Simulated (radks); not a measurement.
All-electron atom: Al in [Ne] 3s2 3p1. Method: non-relativistic Kohn-Sham, PBEsol, spin-unpolarised, spherical densities, point nucleus; computed with a radial shooting solver on a logarithmic mesh with Libxc functionals. Some entries of the table are withheld. Estimate them.

orbital  occ.  eigenvalue (eV)  <1/r> (bohr^-1)
1s          2        -1504.385            12.56
2s          2              (1)            2.326
2p          6              (2)              (3)
3s          2          -7.6924           0.5270
3p          1              (4)           0.3900

Answer. 
(1) 2s eigenvalue (eV): -107.4009
(2) 2p eigenvalue (eV): -69.5796
(3) 2p <1/r> (bohr^-1): 2.205
(4) 3p eigenvalue (eV): -2.6974
